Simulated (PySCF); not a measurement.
# S²⁺ (sulfur, charge +2) across methods

[Ne] 3s2 3p1 4s1, high-spin 3P determinant (an excited configuration). Calculation: PySCF 2.14, in x2c-TZVPPall with one added diffuse shell each of s, p, d type (6s6p4d1f, 51 functions); scalar relativity by spin-free X2C-1e.

```csv
method,E (hartree),mean ε 3s β (eV),mean ε 3p α (eV),mean ε 4s α (eV),Σ⟨r²⟩ (bohr²),⟨S²⟩
TPSSh,-397.3077,-44.194,-34.527,-14.639,27.62,2.005
UHF,-396.75455,-48.217,-39.477,-16.290,28.19,2.011
PBE0,-397.1618,-45.010,-35.189,-15.056,27.44,2.004
M06-2X,-397.3056,-46.499,-36.187,-15.950,26.92,2.004
B3LYP,-397.3267,-44.877,-34.770,-14.933,27.23,2.003
r2SCAN,-397.2522,-43.881,-34.123,-14.467,27.75,2.007
PBE,-397.1369,-43.510,-33.530,-14.505,27.25,2.003
LDA,-395.9021,-43.675,-33.373,-14.599,27.11,2.001
```

Question: Estimate the same row for PW91.

Answer: E (hartree) = -397.2924; mean ε 3s β (eV) = -43.589; mean ε 3p α (eV) = -33.599; mean ε 4s α (eV) = -14.550; Σ⟨r²⟩ (bohr²) = 27.17; ⟨S²⟩ = 2.003.

The outer electron is Rydberg-like, and this basis confines it to a smaller radius and binds it less than a complete one would.
